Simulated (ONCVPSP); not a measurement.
# Before and after: ONCV potential for selenium

* Element: selenium (Se)
* Generator: ONCVPSP 4.0.1
* Type: optimised norm-conserving Vanderbilt (ONCV)
* Functional: LDA (Perdew-Wang 92)
* Relativity: scalar-relativistic
* Frozen core: [Ne]
* Valence charge: 24
* Reference configuration: 3s2 3p6 3d10 4s2 4p4
* Partial waves: 3s+4s: rc 1.00 bohr, ncon 5, nbas 9, qcut 11.9 1/bohr, 2 projectors; 3p+4p: rc 1.05 bohr, ncon 4, nbas 8, qcut 14.1 1/bohr, 2 projectors; 3d: rc 1.00 bohr, ncon 4, nbas 8, qcut 14.6 1/bohr, local
* Local potential: the d channel
* Core correction: none

All-electron outer shells of the reference configuration (LDA (PZ), scalar-relativistic, ld1.x):

```
shell  level (eV)  outermost node (bohr)  outermost maximum (bohr)
   2s    -1604.72                   0.06                      0.17
   2p    -1412.93                      –                      0.13
   3s     -212.67                   0.24                      0.50
   3p     -152.70                   0.21                      0.50
   3d      -53.39                      –                      0.45
   4s      -17.49                   0.70                      1.51
   4p       -6.66                   0.74                      1.80
```

Change: s: qcut 16.8; p: qcut 19.9; d: qcut 20.6.

Cutoffs: the cutoffs (Ha) at which the residual kinetic energy of the hardest occupied pseudo-wave falls to 1 and 0.1 mHa per electron; they do not see the model core or the augmentation charge, which bear on the density cutoff. Errors are all-electron minus pseudo energies relative to the spin-unpolarised reference configuration.

Q: What does the change do?

A: The potential gets harder (95 Ha and 106 Ha → 133 Ha and 151 Ha); both files keep a bound ghost (s); of the 4 tests that both files solve, the error grows in 0 and shrinks in 2 by more than 15 % and 0.3 meV (median size 7.3 → 5.9 meV); the range in which the s phases agree widens (upper end 1.9 → at the end of the scan).

| quantity | base | changed |
| --- | --- | --- |
| cutoff, loose | 95 Ha | 133 Ha |
| cutoff, tight | 106 Ha | 151 Ha |
| loose cutoff by channel | s 59 Ha, p 68 Ha, d 95 Ha | s 92 Ha, p 92 Ha, d 133 Ha |
| bound ghosts | s | s |
| GHOST(+) flags under 300 eV | none | none |
| error for 3s2 3p6 3d10 4s2 4p3, meV [ΔE 11.00 eV] | -1.1 | -1.1 |
| error for 3s2 3p6 3d10 4s2 4p2, meV [ΔE 31.56 eV] | -4.1 | -3.6 |
| error for 3s2 3p6 3d10 4s2 4p1, meV [ΔE 62.71 eV] | -10 | -8.2 |
| error for 3s2 3p6 3d10 4s2 4p0, meV [ΔE 105.28 eV] | -23 | -16 |
| s: phases at 1.02 bohr within 0.05 rad from the reference energy up to (Ha; the scan ends near 5) | 1.9 | to the end of the scan |
| p: phases at 1.07 bohr within 0.05 rad from the reference energy up to (Ha; the scan ends near 5) | to the end of the scan | to the end of the scan |
| d: phases at 1.02 bohr within 0.05 rad from the reference energy up to (Ha; the scan ends near 5) | 0.1 | 1.0 |

 A true bound ghost makes a file unfit for plane-wave use even where its test errors are small: the radial tests pick states by their node count and pass the ghost by.
